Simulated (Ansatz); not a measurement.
`C#C[SiH2][GaH2]` + `[OH][AlH2]` → `[AlH2][O][GaH2]` + `C#C[SiH3]` at 600 K and 1 bar (cleavage of the Ga–Si bond).

Calculated with Ansatz (gas phase, PBE0-D4/def2-TZVP geometries, no zero-point term in ΔE). CCSD(T)/CBS adds triple-zeta CCSD(T) − MP2 to the extrapolated MP2 energy (def2 sets, frozen cores). This one scheme is used for every species. For Ga outer-core shells are correlated without core-valence functions, which leaves a few kJ/mol of doubt a bond. Scalar relativity is left out up to krypton.

```
          species  CCSD(T)/CBS energy (Eh)  H − E (kJ/mol)  S (J/(mol·K))
`C#C[SiH2][GaH2]`              -2292.05082           190.2          450.1
     `[OH][AlH2]`               -319.03157           103.2          300.4
`[AlH2][O][GaH2]`              -2243.58748           131.4          400.6
      `C#C[SiH3]`               -367.52081           155.9          329.9
```

H − E and S are ideal-gas, rigid-rotor, harmonic terms from PBE0-D4/def2-TZVP. 1 Eh = 2625.50 kJ/mol, R = 8.31446 J/(mol·K).

Problem. By hand: ΔE, ΔH, ΔS and ΔG.

Solution. ΔE = (-2243.58748) + (-367.52081) − (-2292.05082) − (-319.03157) = -0.02590 Eh = -68.0 kJ/mol. Δ(H − E) = 131.4 + 155.9 − 190.2 − 103.2 = -6.1, so ΔH = -74.1 kJ/mol. ΔS = 400.6 + 329.9 − 450.1 − 300.4 = -20.0 J/(mol·K). ΔG = -74.1 − 600 × (-20.0)/1000 = -62.1 kJ/mol.

Problem. By hand: the equilibrium constant, and the temperature at which ΔG would vanish if ΔH and ΔS stayed fixed.

Solution. log₁₀ K = −ΔG/(RT ln 10) = 5.4. ΔG = 0 at ΔH/ΔS = 3705 K, far beyond where these terms or the molecules hold.

ΔH outweighs TΔS. A doubt of 5 kJ/mol in ΔE shifts log₁₀ K by 0.4 here. Modes under 60 cm⁻¹, often nearly free rotors, make the harmonic entropy too high. These are equilibria of isolated gas molecules and say nothing of rates. Largest T1 diagnostic: 0.015 (customary marks: 0.02 for closed shells, 0.045 for open ones).
